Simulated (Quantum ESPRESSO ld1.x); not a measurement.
The run below uses ld1.x (Quantum ESPRESSO 7.5).

```
 &input
    atom='Ga',
    iswitch=1,
    rel=1,
    lsd=1,
    dft='SLA-VWN',
    config='[Ne] 3s2 3p5.75 3d10 4s1 4d0.25',
    verbosity='high',
    prefix='ld1',
    max_out_wfc=37,
    file_charge='ld1.rho',
 /
```

Standard output:

```
     Program LD1 v.7.5 starts

     --------------------------- All-electron run ----------------------------

     scalar relativistic calculation

     atomic number is 31.00
     dft =SLA-VWN   lsd =1 sic =0 latt =0  beta=0.20 tr2=1.0E-14
     Exchange-correlation= SLA-VWN
                           (   1   2   0   0   0   0   0)
     mesh =2005 r(mesh) =  99.28682 a.u. xmin = -8.00 dx = 0.00800
     1 Ry =  13.60569312 eV, c = 137.03599908

     n l     nl                  e(Ry)          e(Ha)          e(eV)
     1 0     1S 1( 1.00)    -752.374695126    -376.187347563 -10236.5792154
     2 0     2S 1( 1.00)     -94.422041316     -47.211020658  -1284.6773182
     2 1     2P 1( 3.00)     -82.538187895     -41.269093947  -1122.9892554
     3 0     3S 1( 1.00)     -12.630981659      -6.315490829   -171.8532603
     3 1     3P 1( 3.00)      -9.042515940      -4.521257970   -123.0296969
     3 2     3D 1( 5.00)      -3.190173277      -1.595086638    -43.4045186
     4 0     4S 1( 1.00)      -2.100593461      -1.050296730    -28.5800300
     4 2     4D 1( 0.25)      -0.700733203      -0.350366601     -9.5339609
     1 0     1S 2( 1.00)    -752.355895371    -376.177947686 -10236.3234317
     2 0     2S 2( 1.00)     -94.408133263     -47.204066632  -1284.4880895
     2 1     2P 2( 3.00)     -82.520862996     -41.260431498  -1122.7535382
     3 0     3S 2( 1.00)     -12.596020076      -6.298010038   -171.3775837
     3 1     3P 2( 2.75)      -9.006689002      -4.503344501   -122.5422466
     3 2     3D 2( 5.00)      -3.149287790      -1.574643895    -42.8482432
     4 0     4S 2( 0.00)      -1.990324697      -0.995162348    -27.0797470
     4 2     4D 2( 0.00)      -0.639715180      -0.319857590     -8.7037684

     final scf error:  8.1E-15 reached in  27 iterations

     Etot =   -3878.229218 Ry,   -1939.114609 Ha,  -52765.996599 eV
     Total magnetization:    1.50 Bohr mag.

     Ekin =    3942.724636 Ry,    1971.362318 Ha,   53643.501466 eV
     Encl =   -9302.150627 Ry,   -4651.075314 Ha, -126562.206821 eV
     Eh   =    1625.094185 Ry,     812.547093 Ha,   22110.532778 eV
     Exc  =    -143.897412 Ry,     -71.948706 Ha,   -1957.824023 eV

     normalization and overlap integrals

     s(1S/1S) =  1.000000  <r> =   0.0487  <r2> =    0.0032  r(max) =   0.0317
     s(1S/2S) = -0.004645
     s(1S/3S) = -0.001744
     s(1S/4S) = -0.000544
     s(2S/2S) =  1.000000  <r> =   0.2182  <r2> =    0.0562  r(max) =   0.1831
     s(2S/3S) = -0.001018
     s(2S/4S) = -0.000311
     s(2P/2P) =  1.000000  <r> =   0.1909  <r2> =    0.0447  r(max) =   0.1463
     s(2P/3P) = -0.000816
     s(3S/3S) =  1.000000  <r> =   0.6521  <r2> =    0.4911  r(max) =   0.5655
     s(3S/4S) = -0.000182
     s(3P/3P) =  1.000000  <r> =   0.6780  <r2> =    0.5422  r(max) =   0.5655
     s(3D/3D) =  1.000000  <r> =   0.7881  <r2> =    0.8003  r(max) =   0.5305
     s(3D/4D) = -0.000070
     s(4S/4S) =  1.000000  <r> =   2.0251  <r2> =    4.6598  r(max) =   1.7472
     s(4D/4D) =  1.000000  <r> =   3.8184  <r2> =   16.7363  r(max) =   3.2609
     s(1S/1S) =  1.000000  <r> =   0.0487  <r2> =    0.0032  r(max) =   0.0317
     s(1S/2S) = -0.004645
     s(1S/3S) = -0.001744
     s(1S/4S) = -0.000547
     s(2S/2S) =  1.000000  <r> =   0.2182  <r2> =    0.0562  r(max) =   0.1831
     s(2S/3S) = -0.001018
     s(2S/4S) = -0.000312
     s(2P/2P) =  1.000000  <r> =   0.1909  <r2> =    0.0447  r(max) =   0.1463
     s(2P/3P) = -0.000817
     s(3S/3S) =  1.000000  <r> =   0.6520  <r2> =    0.4909  r(max) =   0.5655
     s(3S/4S) = -0.000183
     s(3P/3P) =  1.000000  <r> =   0.6776  <r2> =    0.5413  r(max) =   0.5655
     s(3D/3D) =  1.000000  <r> =   0.7828  <r2> =    0.7870  r(max) =   0.5305
     s(3D/4D) = -0.000063
     s(4S/4S) =  1.000000  <r> =   2.0305  <r2> =    4.7004  r(max) =   1.7333
     s(4D/4D) =  1.000000  <r> =   4.0710  <r2> =   19.0235  r(max) =   3.4765

     ------------------------ End of All-electron run ------------------------
```

Run on one thread of a shared host, so times are rough (Intel(R) Xeon(R) Processor @ 2.60GHz): 0.61 s of CPU time, 1.6 s wall, 27 iterations on 2005 mesh points.
